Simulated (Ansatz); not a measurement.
Reaction (ligand exchange at the Si–N bond): `CN([SiH3])P` + `[OH][InH][Cl]` → `[SiH3][O][InH][Cl]` + `CNP`

Calculated with Ansatz (gas phase, PBE0-D4/def2-TZVP geometries, no zero-point term in ΔE). CCSD(T)/CBS is the MP2 limit (def2-TZVPP, def2-QZVPP) plus CCSD(T) − MP2 in def2-TZVPP, frozen cores. DFT in def2-TZVPP. Elements past krypton have def2 core potentials. For In outer-core shells are correlated without core-valence functions, which leaves a few kJ/mol of doubt a bond. Each species was taken in one conformer, which may not be the lowest.

(1) Is it downhill or uphill in electronic energy at CCSD(T)/CBS, and by how much? (Estimate.)

(2) What do these levels give: r2SCAN-D4, r2SCANh-D4, r2SCAN0-D4, BLYP, CCSD/def2-TZVPP, HF/def2-QZVPP? (Estimate.)

Largest T1 diagnostic among the species: 0.015.

## Answers

(1) Ansatz gave: Downhill: ΔE = -12.0 kcal/mol.

(2) The calculation gave: r2SCAN-D4 -11.8, r2SCANh-D4 -12.1, r2SCAN0-D4 -12.5, BLYP -12.4, CCSD/def2-TZVPP -13.0, HF/def2-QZVPP -17.9 kcal/mol.

Leaving LDA and LC-ωPBE aside and taking each functional with its dispersion term where it has one, the values, not all of them listed here, spread over 5.5 kcal/mol, from BHLYP-D4 to revPBE-D4. LDA lies +1.5 kcal/mol from PBE without D4. From r2SCAN to r2SCAN0 (25 % exact exchange), in def2-TZVPP and without D4, ΔE moves by −0.7 kcal/mol.
